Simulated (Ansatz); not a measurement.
Reaction (SMILES): N#P (N-P) + H+ → [NH+]#P
B3LYP-D3(BJ)/def2-TZVP geometries, fixed; electronic energies without zero-point terms; positive where energy is released.
Largest species:
```
N
H 1 1.0147
P 1 1.4549 2 180.00
```
Charge +1, spin multiplicity 1.

Basis-set convergence of the proton affinity at PBE with Ansatz (a first-principles code). Cartesian d functions, on some or all atoms, in 6-31G**, 6-31+G*, 6-311G**, 6-311+G**; all else is spherical. The program fits the integrals of some runs and decomposes those of others, by size. The proton sits at the site shown, which need not be the one that binds it best. No added dispersion term, no relativity. Functions are those of the species that has most. Reference: the value in pcseg-4, 195.52 kcal/mol, itself unsure by roughly 0.05 kcal/mol (its mean distance from aug-pcseg-3, aug-cc-pV(Q+d)Z, cc-pV(5+d)Z). Deviations are taken from unrounded values.

```tsv
basis	functions	proton affinity (kcal/mol)	minus reference (kcal/mol)
6-31G	24	192.65	-2.87
6-31G**	39	195.08	-0.44
6-31+G*	44	190.20	-5.32
6-311G**	51	195.56	0.04
6-311+G**	59	193.35	-2.17
aug-pcseg-1	59	190.15	-5.37
aug-cc-pV(D+d)Z	64	191.89	-3.63
def2-TZVP	74	195.48	-0.04
def2-TZVPPD	102	195.31	-0.21
aug-pcseg-2	119	195.15	-0.37
def2-QZVPPD	172	195.37	-0.15
aug-cc-pV(Q+d)Z	215	195.44	-0.08
cc-pV(5+d)Z	246	195.55	0.03
```
